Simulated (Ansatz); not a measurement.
Reaction (cleavage of the Al–Ga bond): `[NH2][GaH][AlH2]` + `[AlH2][SH]` → `[AlH2][S][AlH2]` + `[NH2][GaH2]`

Calculated with Ansatz (gas phase, PBE0-D4/def2-TZVP geometries, no zero-point term in ΔE). CCSD(T)/CBS is the MP2 limit (def2-TZVPP, def2-QZVPP) plus CCSD(T) − MP2 in def2-TZVPP, frozen cores. This one scheme is used for every species. DFT in def2-TZVPP. For Ga outer-core shells are correlated without core-valence functions, which leaves a few kJ/mol of doubt a bond. Scalar relativity is left out up to krypton. One conformer a species, not always the lowest.

```json
{"species": "`[NH2][GaH][AlH2]`", "r2SCAN energy (Eh)": "-2224.99730"}
{"species": "`[AlH2][SH]`", "r2SCAN energy (Eh)": "-642.41349"}
{"species": "`[AlH2][S][AlH2]`", "r2SCAN energy (Eh)": "-885.45293"}
{"species": "`[NH2][GaH2]`", "r2SCAN energy (Eh)": "-1981.99778"}
```

Problem. Work out ΔE.

Solution. ΔE = (-885.45293) + (-1981.99778) − (-2224.99730) − (-642.41349) = -0.03992 Eh = -104.8 kJ/mol. CCSD(T)/CBS gives -104.1 kJ/mol.

Largest T1 diagnostic among the species: 0.015.

Leaving LDA and LC-ωPBE aside and taking each functional with its dispersion term where it has one, the values, not all of them listed here, spread over 16.8 kJ/mol, from B97M-V to PBE-D4. LDA lies −5.4 kJ/mol from PBE without D4. The D4 term adds −3.3 kJ/mol with B3LYP and −1.6 kJ/mol with PBE0; it sums over pairs of atoms, weighted by their polarisabilities, and B3LYP, whose exchange is more repulsive, gets the larger term. From PBE to PBE0 (25 % exact exchange), in def2-TZVPP and without D4, ΔE moves by −6.1 kJ/mol.

B3LYP here is the variant with VWN-RPA as its local correlation; programs differ in this.
